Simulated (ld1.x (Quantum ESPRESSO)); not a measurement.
rhenium: excitation energies, all-electron against RRKJ

| Quantity | Value |
| --- | --- |
| Element | rhenium (Re) |
| Generator | ld1.x (Quantum ESPRESSO) 7.5 |
| Type | norm-conserving RRKJ (Kleinman–Bylander form) |
| Functional | PBE |
| Relativity | scalar-relativistic |
| Frozen core | [Kr] 4d10 4f14 |
| Valence charge | 15 |
| Reference configuration | 5s2 5p6 5d5 6s0 6p0 (charge +2) |
| Partial waves | 5p (bound): rc 1.45 bohr; 5d (bound): rc 1.95 bohr; 5s (bound): rc 1.45 bohr |
| Local potential | the s channel |
| Core correction | none |

Energies are relative to the spin-unpolarised reference configuration 5s2 5p6 5d5 6s0 6p0; without spin polarisation the order of configurations can differ from experiment.

```tsv
valence configuration	charge	ΔE all-electron (eV)	error AE − PS (meV)
5s2 5p6 5d5 6s1 6p0	+1	-16.322	+1063
5s2 5p6 5d4 6s0 6p0	+3	27.128	-3.6
5s2 5p6 5d3 6s0 6p0	+4	66.486	-12
5s1 5p6 5d5 6s2 6p0	+1	66.190	+2604
5s2 5p6 5d5.5 6s1.5 6p0	0	-25.188	+1247
```

Question: What are ΔE and the potential's error for 5s2 5p6 5d4 6s2 6p1?

Answer: ΔE = -20.513 eV all-electron; the error (AE − PS) is +2201 meV.

Question: What are ΔE and the potential's error for 5s2 5p6 5d5 6s2 6p0?

Answer: ΔE = -25.570 eV all-electron; the error (AE − PS) is +1763 meV.

Levels in the configuration 5s1 5p6 5d5 6s2 6p0:

| level | all-electron (eV) | pseudo (eV) |
| --- | --- | --- |
| 5s | -98.802 | -97.876 |
| 5p | -59.859 | -58.882 |
| 5d | -16.116 | -15.329 |
| 6s | -13.973 | -14.910 |
